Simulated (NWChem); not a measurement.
The numbers come from NWChem runs, not from measurements. System: HgI2, charge 0, spin multiplicity 1, displaced from the optimised geometry. The structure started from a generated list of species. Level: PBE/def2-SVP with def2 effective core potentials on I, Hg.

Output (cleaned and shortened):

```
             Northwest Computational Chemistry Package (NWChem) 7.3.0
             --------------------------------------------------------

                                NWChem Input Module
                                -------------------

 Scaling coordinates for geometry "geometry" by  1.889725989
 (inverse scale =  0.529177249)

 Turning off AUTOSYM since
 SYMMETRY directive was detected!

                             Geometry "geometry" -> ""
                             -------------------------

 Output coordinates in angstroms (scale by  1.889725989 to convert to a.u.)

  No.       Tag          Charge          X              Y              Z
 ---- ---------------- ---------- -------------- -------------- --------------
    1 Hg                  80.0000     0.00000000     0.00000000     0.00000000
    2 I                   53.0000     0.00000000     0.00000000    -2.68740600
    3 I                   53.0000     0.00000000     0.00000000     2.68740600

 Effective nuclear repulsion energy (a.u.)    1946.3573861700

            Nuclear Dipole moment (a.u.)
            ----------------------------
        X                 Y               Z
 ---------------- ---------------- ----------------
     0.0000000000     0.0000000000     0.0000000000

      Symmetry information
      --------------------

 Group name             D2h
 Group number             26
 Group order               8
 No. of unique centers     2

      Symmetry unique atoms

     1    2


 Summary of "ao basis" -> "" (spherical)
 ------------------------------------------------------------------------------
       Tag                 Description            Shells   Functions and Types
 ---------------- ------------------------------  ------  ---------------------
 *                          def2-svp                  on all atoms

 Summary of "ao basis" -> "ao basis" (spherical)
 ------------------------------------------------------------------------------
       Tag                 Description            Shells   Functions and Types
 ---------------- ------------------------------  ------  ---------------------
 Hg                         def2-svp                12       32   6s3p2d1f
 I                          def2-svp                10       26   4s4p2d

 Summary of "ao basis" -> "ao basis" (spherical)
 ------------------------------------------------------------------------------
       Tag                 Description            Shells   Functions and Types
 ---------------- ------------------------------  ------  ---------------------
 Hg                         def2-svp                12       32   6s3p2d1f
 I                          def2-svp                10       26   4s4p2d

      Symmetry analysis of basis
      --------------------------

        ag         22
        au          3
        b1g         4
        b1u        17
        b2g         8
        b2u        11
        b3g         8
        b3u        11

            General Information
            -------------------
          SCF calculation type: DFT
          Wavefunction type:  closed shell.
          No. of atoms     :     3
          No. of electrons :    70
           Alpha electrons :    35
            Beta electrons :    35
          Charge           :     0
          Spin multiplicity:     1
          Use of symmetry is: on ; symmetry adaption is: on
          Maximum number of iterations: 100
          AO basis - number of functions:    84
                     number of shells:    32
          Convergence on energy requested:  1.00D-06
          Convergence on density requested:  1.00D-05
          Convergence on gradient requested:  5.00D-04

              XC Information
              --------------
          PerdewBurkeErnzerhof Exchange Functional  1.000
            Perdew 1991 LDA Correlation Functional  1.000 local
           PerdewBurkeErnz. Correlation Functional  1.000 non-local

             Grid Information
             ----------------
          Grid used for XC integration:  fine
          Radial quadrature: Mura-Knowles
          Angular quadrature: Lebedev.
          Tag              B.-S. Rad. Rad. Pts. Rad. Cut. Ang. Pts.
          ---              ---------- --------- --------- ---------
[...]
    44      0.432555  2 I  py                70     -0.432555  3 I  py
    47      0.388913  2 I  py                73     -0.388913  3 I  py
    41     -0.175639  2 I  py                67      0.175639  3 I  py
    17      0.173156  1 Hg d -1              38     -0.142019  2 I  py
    64      0.142019  3 I  py

 Vector   35  Occ=2.000000D+00  E=-2.405273D-01  Symmetry=b2g
              MO Center= -1.9D-17,  2.3D-29, -6.8D-16, r^2= 9.0D+00
   Bfn.  Coefficient  Atom+Function         Bfn.  Coefficient  Atom+Function
  ----- ------------  ---------------      ----- ------------  ---------------
    43      0.432555  2 I  px                69     -0.432555  3 I  px
    46      0.388913  2 I  px                72     -0.388913  3 I  px
    40     -0.175639  2 I  px                66      0.175639  3 I  px
    19     -0.173156  1 Hg d  1              37     -0.142019  2 I  px
    63      0.142019  3 I  px

 Vector   36  Occ=0.000000D+00  E=-1.476913D-01  Symmetry=ag
              MO Center= -1.5D-29, -1.2D-29, -1.4D-13, r^2= 7.6D+00
   Bfn.  Coefficient  Atom+Function         Bfn.  Coefficient  Atom+Function
  ----- ------------  ---------------      ----- ------------  ---------------
     5      0.657585  1 Hg s                  6      0.471515  1 Hg s
    48     -0.447648  2 I  pz                74      0.447648  3 I  pz
     3     -0.420359  1 Hg s                 45     -0.378717  2 I  pz
    71      0.378717  3 I  pz                 2      0.277567  1 Hg s
    18      0.254022  1 Hg d  0              35     -0.175913  2 I  s

 Vector   37  Occ=0.000000D+00  E=-4.966015D-02  Symmetry=b2u
              MO Center= -1.9D-17,  2.5D-16,  6.7D-17, r^2= 5.4D+00
   Bfn.  Coefficient  Atom+Function         Bfn.  Coefficient  Atom+Function
  ----- ------------  ---------------      ----- ------------  ---------------
    14      0.996495  1 Hg py                 8     -0.278152  1 Hg py
    47     -0.222305  2 I  py                73     -0.222305  3 I  py
    44     -0.154101  2 I  py                70     -0.154101  3 I  py
    11      0.133801  1 Hg py                55      0.072322  2 I  d -1
    81     -0.072322  3 I  d -1              41      0.060281  2 I  py

 Vector   38  Occ=0.000000D+00  E=-4.966015D-02  Symmetry=b3u
              MO Center=  2.5D-16, -7.9D-18, -2.9D-17, r^2= 5.4D+00
   Bfn.  Coefficient  Atom+Function         Bfn.  Coefficient  Atom+Function
  ----- ------------  ---------------      ----- ------------  ---------------
    13      0.996495  1 Hg px                 7     -0.278152  1 Hg px
    46     -0.222305  2 I  px                72     -0.222305  3 I  px
    43     -0.154101  2 I  px                69     -0.154101  3 I  px
    10      0.133801  1 Hg px                57     -0.072322  2 I  d  1
    83      0.072322  3 I  d  1              40      0.060281  2 I  px

 center of mass
 --------------
 x =   0.00000000 y =   0.00000000 z =   0.00000000

 moments of inertia (a.u.)
 ------------------
        6545.716973087826           0.000000000000           0.000000000000
           0.000000000000        6545.716973087826           0.000000000000
           0.000000000000           0.000000000000           0.000000000000

     Multipole analysis of the density
     ---------------------------------

     L   x y z        total         alpha         beta         nuclear
     -   - - -        -----         -----         ----         -------
     0   0 0 0     -0.000000    -35.000000    -35.000000     70.000000

     1   1 0 0      0.000000      0.000000      0.000000      0.000000
     1   0 1 0      0.000000      0.000000      0.000000      0.000000
     1   0 0 1     -0.000000     -0.000000     -0.000000      0.000000

     2   2 0 0    -58.176432    -29.088216    -29.088216      0.000000
     2   1 1 0     -0.000000     -0.000000     -0.000000      0.000000
     2   1 0 1      0.000000      0.000000      0.000000      0.000000
     2   0 2 0    -58.176432    -29.088216    -29.088216      0.000000
     2   0 1 1      0.000000      0.000000      0.000000      0.000000
     2   0 0 2    -59.335656   -674.436971   -674.436971   1289.538286

            General Information
            -------------------
          SCF calculation type: DFT
          Wavefunction type:  closed shell.
          No. of atoms     :     3
          No. of electrons :    70
           Alpha electrons :    35
            Beta electrons :    35
          Charge           :     0
          Spin multiplicity:     1
          Use of symmetry is: on ; symmetry adaption is: on
          Maximum number of iterations: 100
          AO basis - number of functions:    84
                     number of shells:    32
          Convergence on energy requested:  1.00D-06
          Convergence on density requested:  1.00D-05
          Convergence on gradient requested:  5.00D-04

              XC Information
              --------------
          PerdewBurkeErnzerhof Exchange Functional  1.000
            Perdew 1991 LDA Correlation Functional  1.000 local
           PerdewBurkeErnz. Correlation Functional  1.000 non-local

             Grid Information
             ----------------
          Grid used for XC integration:  fine
          Radial quadrature: Mura-Knowles
          Angular quadrature: Lebedev.
          Tag              B.-S. Rad. Rad. Pts. Rad. Cut. Ang. Pts.
          ---              ---------- --------- --------- ---------
          Hg                  1.50      141          10.0       974
          I                   1.40      141          13.0       974
          Grid pruning is: on
          Number of quadrature shells:   282
          Spatial weights used:  Erf1

          Convergence Information
          -----------------------
          Convergence aids based upon iterative change in
          total energy or number of iterations.
          Levelshifting, if invoked, occurs when the
          HOMO/LUMO gap drops below (HL_TOL):  1.00D-02
          DIIS, if invoked, will attempt to extrapolate
          using up to (NFOCK): 10 stored Fock matrices.

                    Damping( 0%)  Levelshifting(0.5)       DIIS
                  --------------- ------------------- ---------------
          dE  on:    start            ASAP                start
          dE off:    2 iters        100 iters           100 iters

      Screening Tolerance Information
      -------------------------------
          Density screening/tol_rho:  1.00D-10
          AO Gaussian exp screening on grid/accAOfunc:  14
          CD Gaussian exp screening on grid/accCDfunc:  20
          XC Gaussian exp screening on grid/accXCfunc:  20
          Schwarz screening/accCoul:  1.00D-08

                            NWChem DFT Gradient Module
                            --------------------------

  charge          =   0.00
  wavefunction    = closed shell

  Using symmetry

                         DFT ENERGY GRADIENTS

    atom               coordinates                        gradient
                 x          y          z           x          y          z
   1 Hg      0.000000   0.000000   0.000000    0.000000   0.000000   0.000000
   2 I       0.000000   0.000000  -5.078461    0.000000   0.000000  -0.008637
   3 I       0.000000   0.000000   5.078461    0.000000   0.000000   0.008637

                 ----------------------------------------
                 |  Time  |  1-e(secs)   |  2-e(secs)   |
                 ----------------------------------------
                 |  CPU   |       0.07   |       2.86   |
                 ----------------------------------------
                 |  WALL  |       0.07   |       2.86   |
                 ----------------------------------------

 Task  times  cpu:        5.5s     wall:        5.5s

 Total times  cpu:        5.5s     wall:        5.5s
```

Question: Write an NWChem input that would produce this output.

Answer: Several could match; the one computed here: 
```
start mol
memory heap 200 mb stack 900 mb global 1100 mb
geometry units angstroms nocenter noautoz
  Hg     0.000000     0.000000     0.000000
  I      0.000000     0.000000    -2.687406
  I      0.000000     0.000000     2.687406
  symmetry group D2h
end
basis spherical
  * library def2-svp
end
ecp
  I library def2-ecp
  Hg library def2-ecp
end
dft
  xc xpbe96 cpbe96
  semidirect memsize 60000000 filesize 0
  iterations 100
  grid fine
end
task dft gradient
```
